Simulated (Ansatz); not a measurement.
Consider the redistribution: `CO[SiH]([SiH3])Cl` + `CC[SiH](F)[SiH3]` → `F[SiH]([SiH3])C[SiH3]` + `CO[SiH](C)Cl`.

Computed with Ansatz on PBE0-D4/def2-TZVP structures; ΔE is electronic, products minus reactants. CCSD(T)/CBS adds triple-zeta CCSD(T) − MP2 to the extrapolated MP2 energy (def2 sets, frozen cores). DFT in def2-TZVPP. B3LYP here is the variant with VWN-RPA as its local correlation; programs differ in this. One conformer a species, not always the lowest.

| level | ΔE (kJ/mol) | difference from CCSD(T)/CBS |
| --- | --- | --- |
| PBE-D4 | -58.1 | 13.6 |
| r2SCAN-D4 | -70.6 | 1.1 |
| PBE0-D4 | -63.4 | 8.3 |
| B3LYP-D4 | -66.4 | 5.3 |
| ωB97X-V | -67.9 | 3.8 |
| ωB97M-V | -77.5 | -5.8 |
| B2PLYP | -68.3 | 3.4 |
| PBE | -54.9 | 16.8 |
| r2SCAN | -69.8 | 1.9 |
| PBE0 | -60.6 | 11.1 |
| B3LYP | -61.3 | 10.4 |
| HF/def2-TZVPP | -67.8 | 3.9 |
| MP2/def2-TZVPP | -79.2 | -7.5 |
| SCS-MP2/def2-TZVPP | -74.3 | -2.6 |
| CCSD/def2-TZVPP | -70.2 | 1.5 |
| CCSD(T)/def2-TZVPP | -70.6 | 1.1 |
| HF/def2-QZVPP | -68.6 | 3.1 |
| MP2/def2-QZVPP | -80.2 | -8.5 |
| SCS-MP2/def2-QZVPP | -75.2 | -3.5 |
| HF/CBS(def2) | -68.7 | 3.0 |
| MP2/CBS(def2) | -80.4 | -8.7 |
| CCSD/CBS(def2) | -71.4 | 0.3 |
| CCSD(T)/CBS | -71.7 | 0 |

Largest T1 diagnostic among the species: 0.012.

From PBE to PBE0 (25 % exact exchange), in def2-TZVPP and without D4, ΔE moves by −5.7 kJ/mol. The D4 term adds −5.1 kJ/mol with B3LYP and −2.8 kJ/mol with PBE0; it sums over pairs of atoms, weighted by their polarisabilities, and B3LYP, whose exchange is more repulsive, gets the larger term.
